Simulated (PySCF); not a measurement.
# Frontier orbitals and the lowest excitations

Species: C₂H₁₁ClGe₂Si.
Atom-mapped SMILES: `[Cl:1][SiH2:2][CH2:3][GeH2:4][CH2:5][GeH3:6]` (hydrogens: H7, H8 on Si2; H9, H10 on C3; H11, H12 on Ge4; H13, H14 on C5; H15, H16, H17 on Ge6)

Structure used (PBE0-D3(BJ)/def2-SVP), in Å, numbered top down from 1:
```
atom  x, y, z in Å
Cl1   -1.967   -0.680    2.390
Si2   -2.184    0.406    0.625
C3    -1.460   -0.566   -0.790
Ge4    0.242   -1.474   -0.393
C5     1.405   -0.310    0.662
Ge6    1.987    1.312   -0.262
H7    -1.464    1.695    0.825
H8    -3.641    0.673    0.451
H9    -2.183   -1.329   -1.122
H10   -1.306    0.127   -1.635
H11   -0.052   -2.780    0.370
H12    0.925   -1.821   -1.735
H13    2.299   -0.879    0.964
H14    0.871   -0.034    1.585
H15    0.766    2.093   -0.789
H16    2.877    0.939   -1.464
H17    2.783    2.227    0.688
```

The calculation used TDDFT PBE0/def2-SVPD, vertical, gas phase, core orbitals frozen in the response (PySCF 2.14.0, density-fitted response routines). The PBE0/def2-SVPD calculation is non-relativistic and has no spin–orbit coupling, an omission that weighs most on germanium.

Kohn–Sham orbitals with the atoms that hold most of them (Löwdin shares over 4%, at most four atoms; ? is withheld):

```json
{"orbital": "HOMO-3", "ε (eV)": "-8.93", "atoms": "Cl1 37%, C5 10%, Si2 9%, Ge6 8%"}
{"orbital": "HOMO-2", "ε (eV)": "-8.78", "atoms": "C5 14%, Cl1 13%, Ge4 13%, Ge6 9%"}
{"orbital": "HOMO-1", "ε (eV)": "-8.62", "atoms": "?"}
{"orbital": "HOMO", "ε (eV)": "?", "atoms": "?"}
{"orbital": "LUMO", "ε (eV)": "-0.12", "atoms": "Si2 27%, Cl1 20%, Ge4 9%, C3 8%"}
{"orbital": "LUMO+1", "ε (eV)": "0.10", "atoms": "Ge6 25%, Si2 14%, Ge4 8%, H15 6%"}
{"orbital": "LUMO+2", "ε (eV)": "0.42", "atoms": "Ge4 17%, Ge6 14%, Cl1 8%, C5 8%"}
```

Problem. Which atoms hold the HOMO-1, and with what shares?

Solution. C3 (bonded to Ge, Si and 2 H) 24%; Cl1 (bonded to Si) 20%; Si2 (bonded to C, Cl and 2 H) 15%; Ge4 (bonded to 2 C and 2 H) 12%.

Problem. Give the leading atoms of the HOMO.

Solution. C5 (bonded to 2 Ge and 2 H) 28%; Ge4 (bonded to 2 C and 2 H) 17%; Ge6 (bonded to C and 3 H) 15%; H17 (bonded to Ge) 10%. By element: germanium 31%, carbon 28% or more, hydrogen 10% or more.

Problem. What is the HOMO energy, and the HOMO–LUMO gap?

Solution. ε(HOMO) = -8.43 eV; the gap is 8.31 eV (0.3053 hartree).

Problem. The HOMO–LUMO gap is 8.31 eV. Where does the response calculation put the lowest singlet, and from which orbitals?

Solution. S1 is at 7.20 eV (f = 0.011), 1.11 eV below the gap, made of HOMO-1→LUMO (51%), HOMO→LUMO (38%). Its leading pair isn't HOMO and LUMO; the energies of that pair differ by 8.51 eV. 

Next come S2 at 7.24 eV (f 0.0054), HOMO-1→LUMO (38%), HOMO→LUMO (32%), HOMO-3→LUMO (12%); S3 at 7.46 eV (f 0.0010), HOMO→LUMO+1 (37%), HOMO-2→LUMO (23%), HOMO-3→LUMO (14%); S4 at 7.57 eV (f 0.011), HOMO→LUMO+1 (57%), HOMO-2→LUMO (20%), HOMO→LUMO (12%); S5 at 7.71 eV (f 0.013), HOMO-3→LUMO (50%), HOMO-2→LUMO (30%), HOMO-1→LUMO+1 (9%).

One conformer stands for the species.
